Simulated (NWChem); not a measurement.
System: SrF₂; SMILES [F][Sr][F]

Program: NWChem. Medium grid unless said otherwise, to which SCAN and Minnesota functionals are sensitive. The geometry was optimised at PBE0/def2-SVP. Not confirmed as a minimum by frequencies. def2 effective core potentials on Sr; no spin-orbit coupling. Hybrids' shares of exact exchange are those that their runs print; pure functionals count as 0. The functionals differ in more than this share.

```
row                    share of exact exchange  orbital gap (eV)
---------------------  -----------------------  ----------------
PBE/def2-SVP                              0.00              3.90
HCTH/407/def2-SVP                         0.00              3.73
TPSSh/def2-SVP                            0.10              5.07
B3LYP/def2-SVP                            0.20              5.71
r2SCAN0/def2-SVP                          0.25              6.95
Hartree-Fock/def2-SVP                     1.00          withheld
```

Q: Fit a straight line of the last column on the one before it, predict the withheld value, and compare with the run.

A: 
1. Means of the 5 shown rows: x = 0.110, y = 5.072. Slope Σ(x − x̄)(y − ȳ)/Σ(x − x̄)² = 0.5969/0.05200 = 11.48; intercept 3.809.
2. The shown rows scatter about the line by 0.227 (root mean square); the largest residual is -0.40, at B3LYP/def2-SVP.
3. At x = 1.00 (Hartree-Fock/def2-SVP; beyond the shown range) the line gives 15.29.
4. The run gives 12.76, -2.53 from the line, 11.2 times the scatter.
